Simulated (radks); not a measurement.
Initial-state core-level shifts of neutral manganese when its valence configuration changes from [Ar] 3d5 4s2. All-electron calculation, scalar-relativistic Kohn-Sham, LDA (Slater exchange, Perdew-Wang correlation), spin-polarised, spherical densities, finite nucleus; open shells are filled with parallel spins first; Fermi nuclear charge, rms radius 3.7057 fm. Program: a radial shooting solver on a logarithmic mesh with Libxc functionals. Shifts are changes of the shell-averaged eigenvalues in eV (positive: less bound); the change of the density at the nucleus, which sets a Mossbauer isomer shift, is in e/bohr^3, on a base of 1.319e+04.

valence               1s       2s       2p       3p  density at nucleus
3d5 4s1 4p1       -1.266   -1.265   -1.261   -1.241              -4.191
3d4 4s2 4p1       -7.782   -8.644   -8.558   -7.297              +4.964
3d4.5 4s2 4p0.5   -3.751   -4.142   -4.102   -3.565              +2.341
3d3 4s2 4p2      -16.623  -18.634  -18.440  -15.170             +10.915
3d7               +5.581   +6.431   +6.347   +5.653             -11.439
3d6 4s1           +3.859   +4.340   +4.294   +3.829              -6.205
3d5 4p2           -2.679   -2.600   -2.599   -2.655             -10.323
3d5 4s0.5 4p1.5   -1.989   -1.948   -1.946   -1.964              -7.176
3d4.5 4s1.5 4p1   -4.377   -4.770   -4.728   -4.173              -0.107
